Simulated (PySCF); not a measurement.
## Kr⁺: excitation energy

Kr⁺ [Ar] 3d10 4s2 4p5 (2P) → Kr⁺ [Ar] 3d10 4s1 4p6 (2S), as a difference of total energies. Computed with PySCF 2.14 in aug-cc-pVDZ-PP with ECP10MDF, with a scalar-relativistic core potential. Correlated levels: valence: 3s2 3p6 3d10 frozen. The calculations carry no spin-orbit coupling.

| method | excitation energy (cm⁻¹) | error (cm⁻¹) |
| --- | --- | --- |
| UHF | 143260 | +36048 |
| LDA | 116400 | +9192 |
| PBE | 116480 | +9270 |
| PBE0 | 123210 | +15998 |
| r2SCAN | 122000 | +14785 |
| r2SCAN0 | 126960 | +19746 |
| B3LYP | 121960 | +14754 |
| BP86 | 116550 | +9335 |
| TPSS | 117960 | +10749 |
| MP2 (valence) | 124300 | +17093 |
| SCS-MP2 (valence) | 121910 | +14695 |

Reference: 107210 cm⁻¹ (measured; NIST levels, between the centres of gravity of the two terms).

Errors of the correlated levels include the incompleteness of this basis and the frozen core.

Every method misses the reference by a wide margin, which points to the basis or the choice of state and not to the methods.
